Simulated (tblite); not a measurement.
Isomers of C5H11NOSi. Computed values, GFN2-xTB/tblite, gas phase, harmonic and unscaled. Errors from tens to a few hundred cm⁻¹ against measured bands are possible. Modes of hydrogen on silicon can be 10 to 20 % off. One conformer each.

Electronic energies: GFN2-xTB at the same geometries; isomer energies are rough at this level and their order can be wrong.

| SMILES | electronic energy, lowest = 0 (kJ/mol) |
| --- | --- |
| C=C[C@H](C)NC(=O)[SiH3] | 113.6 |
| [SiH3]N[C@H]1C=COCC1 | 0.0 |
| CNC(=O)C/C=C\[SiH3] | 93.9 |

Question: How do GFN2-xTB zero-point energies change the relative energies?

Answer: 
```
                 SMILES  ZPE (kJ/mol)  of it from modes above 1550 cm⁻¹  electronic (kJ/mol)  with ZPE, lowest = 0 (kJ/mol)  lowest mode (cm⁻¹)  rings
   [SiH3]N[C@H]1C=COCC1         392.5                             196.0                  0.0                            0.0                  57      1
    CNC(=O)C/C=C\[SiH3]         383.6                             207.0                 93.9                           85.0                  19      0
C=C[C@H](C)NC(=O)[SiH3]         382.5                             209.3                113.6                          103.7                  35      0
```

The zero-point energies span 10.0 kJ/mol, from `C=C[C@H](C)NC(=O)[SiH3]` to `[SiH3]N[C@H]1C=COCC1`. The order is unchanged.
